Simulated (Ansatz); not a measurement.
**Redistribution: BH2F + B(CH3)2(NH2) → BH2(NH2) + B(CH3)2F**

Gas-phase species: BH2F `BF`, singlet; B(CH3)2(NH2), singlet; BH2(NH2), singlet; B(CH3)2F, singlet. The partners trade F for NH2; both sit on B, so the bond types are kept.

Shapes, held fixed at every level: PBE0-D4/def2-TZVP. Programs: Ansatz 0.2.0. The zero-point and thermal change to 298 K, harmonic and unscaled (PBE0-D4/def2-TZVP), is +0.2 kJ/mol.

```
               level                   kind  ΔH(298 K) (kJ/mol)  less CCSD(T)/CBS estimate
    SPW92/def2-TZVPP                    LDA               -32.2                       -9.4
   PBE-D4/def2-TZVPP                    GGA               -28.0                       -5.2
 B3LYP-D4/def2-TZVPP          global hybrid               -25.9                       -3.1
   B2PLYP/def2-TZVPP          double hybrid               -26.2                       -3.4
        MP2/def2-SVP    perturbation theory               -22.9                       -0.1
      MP2/def2-TZVPP    perturbation theory               -20.8                       +2.0
CCSD(T)/CBS estimate  coupled cluster or CI               -22.8                        0.0
```

The highest level, CCSD(T)/CBS estimate, gives ΔH(298 K) = -22.8 kJ/mol; the levels span -32.2 to -20.8. The column of differences is taken from that level and isn't an error. No measured value is set beside it here. The CBS estimate extrapolates MP2 from def2-TZVPP and def2-QZVPP and adds CCSD(T) − MP2 in the triple-zeta set, cores frozen.
